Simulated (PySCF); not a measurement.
How methods differ on the ionisation energy of C²⁺

C²⁺ [He] 2s2 (1S) → C³⁺ [He] 2s1 (2S), as a difference of total energies. Calculation: PySCF 2.14, in x2c-TZVPall (5s3p2d1f, 31 functions); the spin-free X2C one-electron Hamiltonian (Gaussian nucleus). Correlated levels: valence: 1s2 frozen. The calculations carry no spin-orbit coupling.

| method | ionisation energy (eV) |
| --- | --- |
| UHF | 45.795 |
| BP86 | 47.188 |
| LDA | 46.956 |
| MP2 (valence) | 46.952 |
| SCS-MP2 (valence) | 47.183 |
| CCSD (valence) | 47.771 |

Errors of the correlated levels include the incompleteness of this basis and the frozen core.

With two correlated electrons CCSD is exact in that space.

The coupled-cluster amplitudes are large for C²⁺ (T1 above 0.03 or a double amplitude above 0.15), so a single reference is strained.

Problem. Which method comes closest to the reference value, and which is furthest?

Solution. The reference is 47.888 eV (measured; NIST Atomic Spectra Database, ionization energies). Closest: CCSD (valence) (error -0.117 eV); furthest: UHF (error -2.093 eV).
